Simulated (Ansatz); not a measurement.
Si₂O₄ (the lowest singlet isomer of a short search), 6 atoms. Hardware: 2 threads of Arm Neoverse V2 on a shared host.

Correlated methods freeze 14 core orbitals.

How many basis functions does each of these Ansatz runs have, and roughly what does it cost? PBE0-D4/def2-SVP, charge -1 doublet at the geometry of the charge 0 singlet, energy with a search over starts; r2SCAN-D4/def2-TZVP, charge 0 singlet, energy, from earlier orbitals; MP2/def2-TZVP, charge 0 singlet, energy, from earlier orbitals; LDA (SPW92)/def2-TZVP, charge 0 singlet, energy, from earlier orbitals; PBE0-D4/def2-SVP, charge 0 singlet, energy with a search over starts; PBE-D4/def2-TZVP, charge 0 triplet at the geometry of the charge 0 singlet, energy, from earlier orbitals; PBE-D4/def2-TZVP, charge 1 doublet at the geometry of the charge 0 singlet, energy, from earlier orbitals; PBE0-D4/def2-TZVP, charge 1 doublet at the geometry of the charge 0 singlet, energy, from earlier orbitals; ωB97X-V/def2-TZVP, charge 0 singlet, energy, from earlier orbitals; RPA@PBE/def2-TZVP, charge 0 singlet, energy, from earlier orbitals; PBE0-D4/def2-SVP, charge 1 doublet at the geometry of the charge 0 singlet, energy with a search over starts; PBE-D4/def2-TZVPD, charge -1 doublet at the geometry of the charge 0 singlet, energy, from earlier orbitals.

Other jobs shared the machine, so times can vary by a factor of up to 3. A dash marks memory too small to be measured apart from the calling script's.

```csv
run,functions,fitting or Cholesky vectors,wall time,peak host memory (GiB)
"LDA (SPW92)/def2-TZVP, charge 0 singlet, energy, from earlier orbitals",198,1108,1.4 s,–
"PBE0-D4/def2-SVP, charge 0 singlet, energy with a search over starts",92,838,2.2 s,–
"PBE0-D4/def2-SVP, charge -1 doublet at the geometry of the charge 0 singlet, energy with a search over starts",92,838,2.8 s,–
"MP2/def2-TZVP, charge 0 singlet, energy, from earlier orbitals",198,1244,3.2 s,–
"PBE-D4/def2-TZVP, charge 1 doublet at the geometry of the charge 0 singlet, energy, from earlier orbitals",198,1108,4.9 s,–
"r2SCAN-D4/def2-TZVP, charge 0 singlet, energy, from earlier orbitals",198,1108,5.5 s,–
"RPA@PBE/def2-TZVP, charge 0 singlet, energy, from earlier orbitals",198,1244,6 s,–
"PBE-D4/def2-TZVP, charge 0 triplet at the geometry of the charge 0 singlet, energy, from earlier orbitals",198,1108,6 s,–
"PBE0-D4/def2-SVP, charge 1 doublet at the geometry of the charge 0 singlet, energy with a search over starts",92,838,7 s,–
"PBE-D4/def2-TZVPD, charge -1 doublet at the geometry of the charge 0 singlet, energy, from earlier orbitals",246,1286,7.5 s,–
"ωB97X-V/def2-TZVP, charge 0 singlet, energy, from earlier orbitals",198,1108,9.5 s,0.57
"PBE0-D4/def2-TZVP, charge 1 doublet at the geometry of the charge 0 singlet, energy, from earlier orbitals",198,1140,18 s,0.87
```
